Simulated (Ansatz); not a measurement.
Wavefunction ladder for C$_{3}$H$_{11}$BOSi, SMILES `BO[Si](C)(C)C`

```xyz
17

B    -2.182    0.223   -1.368
O    -1.405   -0.404   -0.475
Si    0.117   -0.137    0.166
C     0.861    1.415   -0.551
C     1.137   -1.632   -0.268
C    -0.111    0.017    2.007
H    -3.260   -0.246   -1.615
H    -1.806    1.233   -1.909
H     0.249    2.293   -0.330
H     0.968    1.346   -1.636
H     1.855    1.584   -0.126
H     0.670   -2.545    0.111
H     1.245   -1.733   -1.351
H     2.139   -1.561    0.164
H    -0.594   -0.875    2.415
H    -0.733    0.881    2.255
H     0.851    0.141    2.511
```

Total charge 0; spin multiplicity 1. All single points use the PBE0-D4/def2-TZVP geometry. It is one conformer, not always the lowest. Frozen core, restricted reference, Ansatz.

```
     basis     HF (Eh)  MP2 corr.  CCSD corr.  (T)  CCSD(T) total
  def2-SVP           ?   -0.80056    -0.87500    ?              ?
def2-TZVPP           ?   -0.99399           –    –              –
def2-QZVPP  -508.73518          ?           –    –              –
```

Fill in the withheld values. (Estimate.)

Ansatz gave: def2-SVP HF (Eh): -508.35365; def2-SVP (T): -0.02370; def2-SVP CCSD(T) total: -509.25235; def2-TZVPP HF (Eh): -508.71500; def2-QZVPP MP2 corr.: -1.06230.
